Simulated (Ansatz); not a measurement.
Species: sum formula SnOF, charge 0, multiplicity 2. It need not be the lowest isomer of its formula. 
Coordinates optimised at B3LYP-D3(BJ)/def2-TZVP (Ansatz, a program for electronic structure):
```
Sn
F 1 1.9516
O 1 2.0063 2 96.20
```
Charge 0, spin multiplicity 2.

Wanted: atomisation energy (electronic, to ground-state atoms), in kcal/mol. Cores are frozen in the correlated levels unless marked. UHF or UKS for open shells. Spin-orbit coupling is left out. The frozen core is the preceding noble-gas configuration, with the filled d and f shells of earlier blocks. Past Kr the def2 sets carry scalar-relativistic core potentials. The coupled-cluster limit lacks core correlation, which all-electron functionals hold. CBS(X,Y): correlation extrapolated as X^-3; Hartree-Fock from the larger set. [CCSD(T)-MP2]/basis is that difference in the basis named.

```tsv
level	program	atomisation energy (kcal/mol)
revPBE-D4/def2-TZVPD	Ansatz + dftd4	204.7
```

**Question.** Estimate the value at RI-MP2/CBS(def2-TZVPPD,def2-QZVPPD)+[CCSD(T)-MP2]/def2-TZVPPD as computed with Ansatz.

**Answer.** 200.1 kcal/mol
